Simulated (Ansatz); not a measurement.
Basis-set extrapolation for `C=CC1=C(C=C)CC1` (PBE0-D4/def2-TZVP geometry, frozen core, Ansatz). Multiplicity 1, RHF reference.

|  | def2-TZVPP | def2-QZVPP |
| --- | --- | --- |
| HF | -308.794627 | -308.808027 |
| MP2 correlation | -1.291492 | -1.372379 |
| CCSD(T) correlation | -1.410670 | not run |

Energies in hartree. Use E(X) = E(∞) + A·exp(−7.88·√X) for Hartree–Fock and E(X) = E(∞) + B·X^(−2.97) for correlation, with X = 3 and 4, and add CCSD(T) minus MP2 of the smaller set to the MP2 limit.

Task: What is the CCSD(T) energy at the basis-set limit?

Result: HF limit: -308.808027 + (-0.013400) × 0.13774 = -308.80987. MP2 limit: -1.372379 + (-0.080887) × 0.74074 = -1.43230. Higher-order term: -1.410670 − (-1.291492) = -0.11918. Total: -310.36135 hartree, 409.7 kJ/mol below CCSD(T)/def2-TZVPP.
